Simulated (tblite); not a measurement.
Parent: `[N:1]#[C:2][C:3]1=[N:4][SiH2:5][CH2:6]1`, C3H4N2Si.

The geometries are computed with GFN2-xTB (gas phase). One conformer each, not checked by frequencies here.

```json
{"coordinate of the parent": "N1≡C2", "value": "1.147 Å"}
{"coordinate of the parent": "C2–C3", "value": "1.413 Å"}
{"coordinate of the parent": "C3=N4", "value": "1.286 Å"}
{"coordinate of the parent": "N4–Si5", "value": "1.789 Å"}
{"coordinate of the parent": "Si5–C6", "value": "1.934 Å"}
{"coordinate of the parent": "C3–C6", "value": "1.501 Å"}
{"coordinate of the parent": "N1–C2–C3", "value": "176.5°"}
{"coordinate of the parent": "C2–C3–N4", "value": "125.6°"}
{"coordinate of the parent": "C2–C3–C6", "value": "124.8°"}
{"coordinate of the parent": "N4–C3–C6", "value": "109.7°"}
{"coordinate of the parent": "C3–N4–Si5", "value": "93.4°"}
{"coordinate of the parent": "N4–Si5–C6", "value": "75.5°"}
{"coordinate of the parent": "C3–C6–Si5", "value": "81.4°"}
```

Problem. How does the shared frame change in `[CH2:1]=[N:2][Si@@H:3]1[CH2:4][C:5]([C:6]#[N:7])=[N:8]1` with C1–N2–Si3–C4 121°, C4H5N3Si? Atoms pair as N1 = N7, C2 = C6, C3 = C5, N4 = N8, Si5 = Si3, C6 = C4 (parent first).

Solution. 
```json
{"parent": "N1≡C2", "relative": "N7≡C6", "value in the relative": "1.147 Å", "change": "0.000"}
{"parent": "C2–C3", "relative": "C6–C5", "value in the relative": "1.411 Å", "change": "-0.002"}
{"parent": "C3=N4", "relative": "C5=N8", "value in the relative": "1.286 Å", "change": "0.000"}
{"parent": "N4–Si5", "relative": "N8–Si3", "value in the relative": "1.798 Å", "change": "+0.009"}
{"parent": "Si5–C6", "relative": "Si3–C4", "value in the relative": "1.929 Å", "change": "-0.005"}
{"parent": "C3–C6", "relative": "C5–C4", "value in the relative": "1.502 Å", "change": "+0.001"}
{"parent": "N1–C2–C3", "relative": "N7–C6–C5", "value in the relative": "176.7°", "change": "+0.2"}
{"parent": "C2–C3–N4", "relative": "C6–C5–N8", "value in the relative": "125.5°", "change": "-0.1"}
{"parent": "C2–C3–C6", "relative": "C6–C5–C4", "value in the relative": "124.6°", "change": "-0.2"}
{"parent": "N4–C3–C6", "relative": "N8–C5–C4", "value in the relative": "109.9°", "change": "+0.2"}
{"parent": "C3–N4–Si5", "relative": "C5–N8–Si3", "value in the relative": "93.0°", "change": "-0.4"}
{"parent": "N4–Si5–C6", "relative": "N8–Si3–C4", "value in the relative": "75.6°", "change": "+0.1"}
{"parent": "C3–C6–Si5", "relative": "C5–C4–Si3", "value in the relative": "81.5°", "change": "+0.1"}
```

Of the parent's bonds, N4–Si5 changes most (+0.009 Å). Bonds of the relative outside the shared frame: C1=N2 1.249, N2–Si3 1.717 Å. Point group Cs → C1.

Problem. How does the shared frame change in `[CH2:1]=[CH:2][CH2:3][Si@@H:4]1[CH2:5][C:6]([C:7]#[N:8])=[N:9]1` with C1–C2–C3–Si4 -106°, C2–C3–Si4–C5 40°, C6H8N2Si? Atoms pair as N1 = N8, C2 = C7, C3 = C6, N4 = N9, Si5 = Si4, C6 = C5 (parent first).

Solution. 
```csv
parent,relative,value in the relative,change
N1≡C2,N8≡C7,1.147 Å,0.000
C2–C3,C7–C6,1.412 Å,-0.001
C3=N4,C6=N9,1.286 Å,0.000
N4–Si5,N9–Si4,1.792 Å,+0.003
Si5–C6,Si4–C5,1.934 Å,0.000
C3–C6,C6–C5,1.501 Å,0.000
N1–C2–C3,N8–C7–C6,176.8°,+0.3
C2–C3–N4,C7–C6–N9,125.4°,-0.2
C2–C3–C6,C7–C6–C5,124.7°,-0.1
N4–C3–C6,N9–C6–C5,109.9°,+0.2
C3–N4–Si5,C6–N9–Si4,93.2°,-0.2
N4–Si5–C6,N9–Si4–C5,75.5°,0.0
C3–C6–Si5,C6–C5–Si4,81.4°,0.0
```

No shared bond changes by more than 0.004 Å. Bonds of the relative outside the shared frame: C1=C2 1.321, C2–C3 1.491, C3–Si4 1.902 Å. Point group Cs → C1.
